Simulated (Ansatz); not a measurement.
Q: Name a neutral molecule of C, N, Si, Te and H with LUMO energy (PBE0/def2-TZVPP) between -0.65 and -0.35 eV and zero-point energy (PBE0-D4/def2-TZVP) between 211 and 227 kJ/mol (Ansatz, PBE0-D4/def2-TZVP geometry).

A: `C[Te][SiH2]N` (-0.42 eV, 211.1 kJ/mol). Other molecules can fit too; these were computed, each in one conformer that needn't be the lowest.
